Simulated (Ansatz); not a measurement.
**Calibrating PBE-D4/def2-TZVPP on molecular compounds of N**

The vertical ionisation energy (cation less neutral) in eV of 7 molecular compounds of N: x at PBE-D4/def2-TZVPP, y at CCSD(T)/def2-TZVPP. Shapes, held fixed at every level: PBE0-D4/def2-TZVP. Flexible molecules stand in one conformer, not always the lowest. Programs: Ansatz 0.2.0.

```
                                   molecule  x (eV)  y (eV)
      C4H12ClNSi (SMILES CC(C)N(C)[SiH2]Cl)    8.43    8.73
       C2H11NSi2 (SMILES C[SiH2]N(C)[SiH3])    8.51       ?
C2H7Cl2NSi2 (SMILES C=CN([SiH2]Cl)[SiH2]Cl)    8.70    8.96
C2H10ClGeNSi (SMILES CC[N]([GeH3])[SiH2]Cl)    8.77    9.14
    C2H10BNSi2 (SMILES BN(C=C)[SiH2][SiH3])    8.78    9.08
            C6H16BN (SMILES BN(CC)C(C)(C)C)    8.91    9.21
                   BSiNH6 (SMILES BN[SiH3])   10.42   10.91
```

Task: Fit y = c + s·x to the known rows and predict y for C2H11NSi2.

Result: 
1. Means of the 6 rows: x = 9.0017, y = 9.338.
2. Σ(Δx)² = 2.5407, Σ(Δx·Δy) = 2.806, so the slope is 2.806/2.5407 = 1.1044.
3. Intercept: 9.338 − (1.1044) × 9.0017 = -0.603. The largest residual of the fit is 0.058.
4. C2H11NSi2: -0.603 + 1.1044 × 8.51 = 8.80 eV.

CCSD(T)/def2-TZVPP gives 8.99 eV, so the prediction is off by -0.19 eV, more than the largest residual. Uncorrected, PBE-D4/def2-TZVPP misses it by -0.48 eV, and the other rows by 0.34 on average. The line removes about 60 % of this miss. BSiNH6 lies far out in x and weighs most in the slope. Left out in turn, the other rows are missed by 0.06 eV on average, so the withheld one doesn't follow the line. Cations run unrestricted. Relativity is left out for Ge. Outer-core shells of Ge are correlated, in sets that cover them unevenly.
